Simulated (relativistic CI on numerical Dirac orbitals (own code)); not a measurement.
## Ligand-field terms of d6

Computed with a parametric ligand-field model of a d^n configuration (Racah B and C, spin-orbit zeta, crystal field), exact diagonalisation.

Field parameters in Wybourne normalisation: D3d B²₀ = −7Dσ, B⁴₀ = −14Dq − 21Dτ, B⁴₃ = −14√(10/7) Dq; D4h B²₀ = −7Ds, B⁴₀ = 21(Dq − Dt), B⁴₄ = 21√(5/14) Dq; Oh B⁴₀ = 21Dq, B⁴₄ = √(5/14) B⁴₀. The field is a parameter set, without covalency.

Ground term and bands for B = 360, C = 1490, ζ = 0 cm⁻¹, D4h, 10Dq = 19900, Ds = 3000, Dt = 730 cm⁻¹?

Ground term 1A1 with 0.04 electrons in the two orbitals of the cubic e set. Spin-allowed: 1B2 8706 cm⁻¹ (1149 nm), 1E 9734 cm⁻¹ (1027 nm), 1A2 18896 cm⁻¹ (529 nm), 1E 19851 cm⁻¹ (504 nm). Lowest spin-forbidden: 3B2 2963 cm⁻¹, 3E 5965 cm⁻¹ (1676 nm), 3E 15319 cm⁻¹ (653 nm).

Ground term and bands for B = 580, C = 2110, ζ = 0 cm⁻¹, D3d, 10Dq = 18100, Dσ = 1180, Dτ = -330 cm⁻¹?

Ground term 1A1 with 0.07 electrons in the two orbitals of the cubic e set. Spin-allowed: 1A2 15640 cm⁻¹ (639 nm), 1E 15838 cm⁻¹ (631 nm), 1E 22437 cm⁻¹ (446 nm), 1A1 24666 cm⁻¹ (405 nm). Lowest spin-forbidden: 3A2 11035 cm⁻¹ (906 nm), 3E 11116 cm⁻¹ (900 nm), 3E 14397 cm⁻¹ (695 nm).

Ground term and bands for B = 430, C = 1850, ζ = 0 cm⁻¹, Oh, 10Dq = 5000 cm⁻¹?

Ground term 5T2 with 2.00 electrons in the two orbitals of the cubic e set. Spin-allowed: 5E 5000 cm⁻¹ (2000 nm). Lowest spin-forbidden: 1A1 5348 cm⁻¹ (1870 nm), 3T1 5366 cm⁻¹ (1864 nm), 3T2 7204 cm⁻¹ (1388 nm).

Ground term and bands for B = 340, C = 1420, ζ = 0 cm⁻¹, D4h, 10Dq = 22850, Ds = 1180, Dt = -570 cm⁻¹?

Ground term 1A1 with 0.01 electrons in the two orbitals of the cubic e set. Spin-allowed: 1A2 21731 cm⁻¹ (460 nm), 1B2 25005 cm⁻¹ (400 nm), 1E 26599 cm⁻¹ (376 nm), 1E 32710 cm⁻¹ (306 nm). Lowest spin-forbidden: 3A2 18796 cm⁻¹ (532 nm), 3B2 19496 cm⁻¹ (513 nm), 3E 23547 cm⁻¹ (425 nm).

Ground term and bands for B = 620, C = 2920, ζ = 0 cm⁻¹, Oh, 10Dq = 4100 cm⁻¹?

Ground term 5T2 with 2.00 electrons in the two orbitals of the cubic e set. Spin-allowed: 5E 4100 cm⁻¹ (2439 nm). Lowest spin-forbidden: 3T1 11637 cm⁻¹ (859 nm), 3T2 13313 cm⁻¹ (751 nm), 3T1 14871 cm⁻¹ (672 nm).
